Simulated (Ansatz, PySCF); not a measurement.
Species: GaH₃ (charge 0, singlet). 
Geometry from a B3LYP-D3(BJ)/def2-TZVP (Ansatz, a quantum-chemistry and plane-wave program) optimisation:
```xyz
4

Ga     0.0000     0.0000     0.0000
H      0.6658    -0.4314     1.3546
H     -0.3043     1.5149    -0.2776
H     -0.3615    -1.0834    -1.0770
```
Charge 0, spin multiplicity 1.

Total electronic energies in hartree. Correlated levels leave the core frozen unless marked. No spin-orbit coupling. Frozen are the shells of the preceding noble gas and the d and f shells that filled before the atom's block. Non-relativistic. CBS marks a two-point X^-3 extrapolation of the correlation energy; Hartree-Fock from the larger set (for Q and 5 zeta extrapolated as (X+1)exp(-9√X)). [CCSD(T)-MP2]/basis is that difference in the basis named.

```json
[
 {"level": "HF/cc-pVDZ", "program": "Ansatz", "energy (Eh)": "-1924.92828"},
 {"level": "HF/def2-SVP", "program": "Ansatz", "energy (Eh)": "-1924.71388"},
 {"level": "HF/def2-SVPD", "program": "Ansatz", "energy (Eh)": "-1924.71509"},
 {"level": "HF/cc-pVQZ", "program": "Ansatz", "energy (Eh)": "-1925.00524"},
 {"level": "RI-HF/cc-pVQZ", "program": "Ansatz", "energy (Eh)": "-1925.00518"},
 {"level": "BP86-D3(BJ)/def2-TZVPD", "program": "PySCF + dftd3", "energy (Eh)": "-1926.88822"},
 {"level": "BP86-D4/def2-TZVPD", "program": "PySCF + dftd4", "energy (Eh)": "-1926.88805"},
 {"level": "B97M-V/def2-TZVPD", "program": "Ansatz", "energy (Eh)": "-1926.25645"},
 {"level": "PBE0-D3(BJ)/def2-TZVP", "program": "Ansatz + dftd3", "energy (Eh)": "(withheld)"},
 {"level": "TPSSh-D3(BJ)/def2-TZVPD", "program": "PySCF + dftd3", "energy (Eh)": "(withheld)"},
 {"level": "M06-2X/def2-TZVPD", "program": "PySCF", "energy (Eh)": "-1926.60237"},
 {"level": "CAM-B3LYP/def2-TZVPD", "program": "Ansatz", "energy (Eh)": "(withheld)"},
 {"level": "B2PLYP/def2-TZVPD", "program": "Ansatz", "energy (Eh)": "-1926.19701"},
 {"level": "RPA@PBE/cc-pVQZ", "program": "Ansatz", "energy (Eh)": "-1925.20314"},
 {"level": "RI-MP2/def2-QZVPPD", "program": "Ansatz", "energy (Eh)": "-1925.10285"},
 {"level": "RI-MP2/CBS(aug-cc-pVTZ,aug-cc-pVQZ)", "program": "Ansatz", "energy (Eh)": "-1925.1076"},
 {"level": "RI-MP2/CBS(def2-TZVPPD,def2-QZVPPD)", "program": "Ansatz", "energy (Eh)": "-1925.1066"},
 {"level": "SCS-MP2/def2-SVP", "program": "Ansatz", "energy (Eh)": "-1924.80107"},
 {"level": "SCS-MP2/def2-SVPD", "program": "Ansatz", "energy (Eh)": "-1924.80645"},
 {"level": "CCSD/def2-QZVPP", "program": "Ansatz", "energy (Eh)": "-1925.12343"},
 {"level": "CCSD(T)/def2-QZVPP", "program": "Ansatz", "energy (Eh)": "-1925.12529"},
 {"level": "RI-MP2/CBS(cc-pVTZ,cc-pVQZ)+[CCSD(T)-MP2]/cc-pVDZ", "program": "Ansatz", "energy (Eh)": "-1925.1320"},
 {"level": "CCSD(T)/CBS(cc-pVQZ,cc-pV5Z)", "program": "Ansatz", "energy (Eh)": "-1925.1286"}
]
```

Problem. What belongs in the gaps?

Solution. 
- PBE0-D3(BJ)/def2-TZVP, energy (Eh): -1926.36138
- TPSSh-D3(BJ)/def2-TZVPD, energy (Eh): -1926.60734
- CAM-B3LYP/def2-TZVPD, energy (Eh): -1926.73774
